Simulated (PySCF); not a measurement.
HO₂Si, SMILES [O][Si]O (connectivity only; charge and spin as stated), neutral, multiplicity 2.

Geometry: r2SCAN-D4/def2-TZVP. The values are those of a single conformer.

All values below come from SMD-PBE0/def2-SVP (PySCF).

Solvation free energies are E(SMD) − E(gas) at the gas-phase geometry, for 1 M in both phases. In vacuum the dipole moment is 4.55 D.

```
solvent    ΔG(solv) (kcal/mol)  its non-electrostatic (CDS) part  dipole (D)
---------  -------------------  --------------------------------  ----------
water                    -12.6                               0.6        6.13
methanol                   ___                               ___         ___
1-octanol                 -9.8                               0.8        5.82
```

Task: What belongs in the gaps? (The exact figures need the calculation; the answer reports its results.)

Result: 
- methanol, ΔG(solv) (kcal/mol): -11.6
- methanol, its non-electrostatic (CDS) part: 1.2
- methanol, dipole (D): 6.08
